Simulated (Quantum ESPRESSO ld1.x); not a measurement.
All-electron atom: the scandium ion Sc2+ in [Ar] 3d1. Method: non-relativistic Kohn-Sham, LDA (Slater exchange, Perdew-Wang correlation), spin-polarised, spherical densities, point nucleus; open shells are filled with parallel spins first; computed with ld1.x of Quantum ESPRESSO 7.5.

Unscreened Slater integrals over Kohn-Sham orbitals (cm^-1). They are taken over the spin-up orbitals. Empty in this configuration: 4p, 4s.

integral    value
F0(4p,4p)   55603
F2(4p,4p)   29523
F0(4p,4s)   59661
G1(4p,4s)   39251
F0(4p,3d)   69587
F2(4p,3d)   20031
G1(4p,3d)   10015
G3(4p,3d)  8316.8
F0(4p,3p)   72006
F2(4p,3p)   15724
G0(4p,3p)  4346.0
G2(4p,3p)  5071.8
F0(4s,4s)   65072
F0(4s,3d)   79183
G2(4s,3d)   13827
F0(4s,3p)   82454
G1(4s,3p)  6636.5
F0(3d,3d)  130980
F2(3d,3d)   60177
F4(3d,3d)   37353
F0(3d,3p)  147430
F2(3d,3p)   68741
G1(3d,3p)   85941
G3(3d,3p)   51394
F0(3p,3p)  170250
F2(3p,3p)   85251

Derived for the open shells (J is the average intra-shell exchange parameter used in DFT+U). 3d: Racah B = F2/49 - 5 F4/441 = 804.6 cm^-1, C = 35 F4/441 = 2965 cm^-1, C/B = 3.68, F4/F2 = 0.621, J = (F2 + F4)/14 = 6966 cm^-1.
